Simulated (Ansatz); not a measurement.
Mulliken charges of `CCB(F)F` from ωB97M-V/def2-TZVPP in Ansatz (PBE0-D4/def2-TZVP geometry).

| atom | x (Å) | y (Å) | z (Å) | charge (e) |
| --- | --- | --- | --- | --- |
| C1 | -1.143 | -0.282 | -0.296 | -0.294 |
| C2 | 0.379 | -0.286 | -0.348 | -0.250 |
| B3 | 1.098 | 0.612 | 0.703 | 0.491 |
| F4 | 0.442 | 1.327 | 1.602 | -0.245 |
| F5 | 2.418 | 0.701 | 0.746 | -0.243 |
| H6 | -1.571 | -0.936 | -1.058 | 0.108 |
| H7 | -1.508 | -0.622 | 0.676 | 0.107 |
| H8 | -1.544 | 0.721 | -0.456 | 0.106 |
| H9 | 0.739 | 0.019 | -1.339 | 0.110 |
| H10 | 0.773 | -1.304 | -0.227 | 0.110 |

**Question.** By hand: the dipole of these point charges (1 e Å = 4.8032 D).

**Answer.** Σ q r = (-0.244, -0.273, -0.317) e Å, of length 0.484 e Å = 2.32 D.

**Question.** How does the dipole of the full density compare? (Best estimate.)

**Answer.** Ansatz gave: (-0.167, -0.197, -0.230) e Å, 1.66 D; the point charges give 1.40 times that, at 1° from its direction.

Point charges leave out the atoms' own dipoles, such as those of lone pairs, and Mulliken's split depends on the basis, so the two needn't agree.
